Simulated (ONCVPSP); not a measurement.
## What one change does to a pseudopotential (vanadium (V), ONCV)

```
Element                 : vanadium (V)
Generator               : ONCVPSP 4.0.1
Type                    : optimised norm-conserving Vanderbilt (ONCV)
Functional              : PBE
Relativity              : scalar-relativistic
Frozen core             : [Ne]
Valence charge          : 13
Reference configuration : 3s2 3p6 3d3 4s1 4p1
Partial waves           : 3s+4s: rc 1.35 bohr, ncon 4, nbas 8, qcut 8 1/bohr, 2 projectors; 3p+4p: rc 1.55 bohr, ncon 5, nbas 9, qcut 6.9 1/bohr, 2 projectors; 3d: rc 1.70 bohr, ncon 3, nbas 7, qcut 8.7 1/bohr, 2 projectors, debl 3.5 Ha
Local potential         : polynomial inside 1.20 bohr (lpopt 4, dvloc0 -1 Ha)
Core correction         : none
```

Change: p: qcut 4.3.

Cutoffs: the cutoffs (Ha) at which the residual kinetic energy of the hardest occupied pseudo-wave falls to 1 and 0.1 mHa per electron; they do not see the model core or the augmentation charge, which bear on the density cutoff. Errors are all-electron minus pseudo energies relative to the spin-unpolarised reference configuration.

How do hardness, ghosts and transferability respond?

The potential gets harder (29 Ha and 33 Ha → 99 Ha and 113 Ha); the errors of the 4 common tests hardly move; the range in which the p phases agree narrows (upper end at the end of the scan → 1.8); neither file shows a bound ghost.

```tsv
quantity	base	changed
cutoff, loose	29 Ha	99 Ha
cutoff, tight	33 Ha	113 Ha
loose cutoff by channel	s 25 Ha, p 21 Ha, d 29 Ha	s 25 Ha, p 99 Ha, d 29 Ha
bound ghosts	none	none
GHOST(+) flags under 300 eV	none	none
error for 3s2 3p6 3d3 4s2 4p0, meV [ΔE -3.35 eV]	+0.5	+0.6
error for 3s2 3p6 3d3 4s1 4p0, meV [ΔE 4.39 eV]	-0.2	-0.2
error for 3s2 3p6 3d3 4s0 4p0, meV [ΔE 18.68 eV]	+0.5	+0.5
error for 3s2 3p6 3d4 4s0 4p0, meV [ΔE 3.85 eV]	+30	+27
s: phases at 1.37 bohr within 0.05 rad from the reference energy up to (Ha; the scan ends near 5)	to the end of the scan	to the end of the scan
p: phases at 1.58 bohr within 0.05 rad from the reference energy up to (Ha; the scan ends near 5)	to the end of the scan	1.8
d: phases at 1.73 bohr within 0.05 rad from the reference energy up to (Ha; the scan ends near 5)	to the end of the scan	to the end of the scan
```
